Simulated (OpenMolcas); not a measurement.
## GeHCl3 (SMILES [Cl][GeH]([Cl])[Cl]): the energy, rung by rung

The species is GeHCl3 (5 atoms), meant as a singlet with charge 0. As SMILES, `[Cl][GeH]([Cl])[Cl]`. The shape is that of a PBE0-D4/def2-TZVP optimisation.

```jsonl
{"atom": "Cl", "x (Å)": "-1.1777", "y (Å)": "-0.0128", "z (Å)": "1.7007"}
{"atom": "Ge", "x (Å)": "0.1024", "y (Å)": "0.0906", "z (Å)": "0.0062"}
{"atom": "Cl", "x (Å)": "1.1179", "y (Å)": "-1.7676", "z (Å)": "-0.1853"}
{"atom": "Cl", "x (Å)": "-1.0951", "y (Å)": "0.3856", "z (Å)": "-1.7258"}
{"atom": "H", "x (Å)": "1.1026", "y (Å)": "1.2307", "z (Å)": "0.1630"}
```

Quantity: the energy change with the Ge2–Cl3 bond stretched from 2.126 to 4.678 Å, in eV. The values are calculated.

| level | kind | program | value (eV) | less CCSD(T)/cc-pVDZ | CPU time (all runs) |
| --- | --- | --- | --- | --- | --- |
| HF/cc-pVDZ (restricted) | Hartree–Fock | OpenMolcas | 5.90 | +3.08 | 14 s |
| SVWN5/cc-pVDZ (restricted) | LDA | OpenMolcas | 4.31 | +1.49 | 78 s |
| BLYP/cc-pVDZ (restricted) | GGA | OpenMolcas | 3.54 | +0.72 | 76 s |
| r2SCAN/cc-pVDZ (restricted) | meta-GGA | OpenMolcas | 4.80 | +1.98 | 69 s |
| BHLYP/cc-pVDZ (restricted) | global hybrid | OpenMolcas | 5.74 | +2.92 | 57 s |
| B2PLYP/cc-pVDZ (restricted) | double hybrid | OpenMolcas | 4.56 | +1.74 | 33 s |
| MP2/cc-pVDZ (restricted) | perturbation theory | OpenMolcas | 4.98 | +2.16 | 12 s |
| CCSD(T)/cc-pVDZ (restricted) | coupled cluster or CI | OpenMolcas | 2.82 | 0.00 | 99 s |

CCSD(T)/cc-pVDZ (restricted) is the highest level here, not the true value. At this stretch a single reference begins to fail. All-electron rows without a relativistic Hamiltonian named are non-relativistic. The first shape isn't each level's own minimum. The values span 2.82 to 5.90 eV. In the correlated wave-function rows the outer d shell of Ge is correlated, in sets not made for it. CPU times are rough (shared hosts, several kinds of processor): they show what a rung costs within a factor of a few.
